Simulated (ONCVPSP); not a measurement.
# Reading a pseudo-wave (Mg (Z = 12))

Columns: radius, all-electron u(r) and pseudo u(r) of the 3s shell (level -4.68 eV) of magnesium in the configuration [Ne] 3s2; PBEsol, scalar-relativistic, ONCV scheme, ONCVPSP 4.0.1.

```csv
r (bohr),all-electron,pseudo
0.123,0.0788,0.0192
0.245,-0.1012,0.0403
0.368,-0.2166,0.0640
0.490,-0.2401,0.0888
0.613,-0.2002,0.1150
0.735,-0.1254,0.1433
0.858,-0.0345,0.1760
0.980,0.0592,0.2126
1.103,0.1500,0.2520
1.225,0.2326,0.2913
1.348,0.3067,0.3311
1.470,0.3705,0.3724
1.593,0.4252,0.4165
1.715,0.4706,0.4609
1.838,0.5083,0.5020
1.960,0.5383,0.5356
2.083,0.5616,0.5610
2.205,0.5784,0.5784
2.328,0.5897,0.5897
2.450,0.5957,0.5957
2.573,0.5973,0.5973
2.695,0.5949,0.5949
2.818,0.5892,0.5892
2.940,0.5806,0.5806
3.063,0.5694,0.5694
3.185,0.5563,0.5563
```

Task: How many radial nodes do the two functions have?

Result: The all-electron 3s function has n − l − 1 = 2; the pseudo-wave has 0, since the states of the same l below it are removed with the core.

Task: At about which radius was the pseudo-wave matched?

Result: 2.45 bohr. The columns agree to 0.0005 from 2.21 bohr on; several derivatives are matched, so the curves merge somewhat inside the radius.

Task: Is the pseudo-wave norm-conserving?

Result: Yes: the ONCV scheme keeps the norm inside the radius equal to the all-electron one, which fixes the energy derivative of the logarithmic derivative at the level.
